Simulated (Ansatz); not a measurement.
Consider the formal exchange of groups at a Zn–C bond: `[NH2][Zn][CH2]C=O` + Br₂ → `[NH2][Zn][Br]` + `O=CCBr`.

Gas-phase electronic energies from Ansatz, PBE0-D4/def2-TZVP geometries. CBS: MP2 limit from def2 TZ/QZ plus the TZ coupled-cluster correction, frozen cores. DFT in def2-TZVPP. For Br, Zn outer-core shells are correlated without core-valence functions, which leaves a few kJ/mol of doubt a bond. Scalar relativity is left out up to krypton. One conformer a species, not always the lowest.

| level | ΔE (kcal/mol) |
| --- | --- |
| ωB97M-V | -41.1 |
| r2SCAN | -40.3 |
| CCSD/def2-TZVPP | -44.0 |
| MP2/CBS(def2) | -44.1 |

**Question.** What does CCSD(T)/CBS give? (An estimate is asked.)

**Answer.** The calculation gave: -43.2 kcal/mol. The listed levels differ from it by 2.1, 2.9, -0.8, -0.9 kcal/mol.

Largest T1 diagnostic among the species: 0.016.

In def2-TZVPP, CCSD(T) changes the Hartree–Fock value by +8.1 kcal/mol (the triples alone add +1.2 kcal/mol) and MP2 by +7.2 kcal/mol. From PBE to PBE0 (25 % exact exchange), in def2-TZVPP and without D4, ΔE moves by −4.0 kcal/mol.
